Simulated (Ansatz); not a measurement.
```yaml
crystal:
  periodic: [false, false, false]
  atoms:
    - {symbol: Au, position_ang: [0.073570, -0.430473, -1.118974]}
    - {symbol: Au, position_ang: [0.058637, 0.580542, 1.297323]}
    - {symbol: Au, position_ang: [0.083704, 1.424426, 3.891403]}
    - {symbol: Au, position_ang: [-0.347109, -1.130046, -3.659782]}
    - {symbol: H, position_ang: [-0.027182, -0.839313, 0.303853]}
    - {symbol: H, position_ang: [0.493372, -0.155913, -3.043064]}
    - {symbol: H, position_ang: [-0.556013, -2.556345, -4.757441]}
    - {symbol: H, position_ang: [0.082505, 2.161799, 2.485696]}
    - {symbol: H, position_ang: [-0.142149, 1.236736, 5.283665]}
basis:
  gaussian: {orbitals: def2-TZVP, nuclear_model: gaussian}
total_charge: -1
hamiltonian: {xc: {name: wB97X-V}}
scf: {lower_state_search: off}
```

```sh
$ ansatz run in.yaml --threads 4 --pin off --events-out ev --progress --plain --max-ram 3916MiB
```

It prints (some lines left out):

```
Functional definition: wB97X-V
1664 factors; their error is unknown
425 factors; integrals over basis functions are off by at most 1.5e-5 eV
mean field evaluation 1: about -14853.4020 eV, gradient 1.9e1 eV
mean field evaluation 2: about -14854.3087 eV, gradient 1.7e1 eV
mean field evaluation 4: about -14854.7787 eV, gradient 1.7e0 eV
mean field evaluation 8: about -14854.7896 eV, gradient 4.4e-2 eV
mean field evaluation 16: about -14854.8796 eV, gradient 2.4e-4 eV
mean field -14854.87962252 eV, -545.9067571286 hartree, gradient 4.9e-6 eV, S^2 0.000000; 0 other end points of the search recorded, 0 dependent functions left out
reference -14854.87961960 eV, -545.9067570212 hartree; 41, 41 occupied and 149, 149 virtual orbitals, 1664 factors
Total energy: -14854.87961960 eV, -545.9067570212 hartree
Checks for a lower state left out: stability, starts, cluster_reference, orbital_swaps, neighbouring_geometries, increment
```

It took 13 s on 4 threads of Intel Xeon on a shared host, peak host memory 0.63 GiB.

In the def2 sets Au takes a core potential; there is no spin–orbit coupling. The highest occupied level of an anion often lies above zero with these methods, and sets without diffuse functions describe the outer electron poorly.
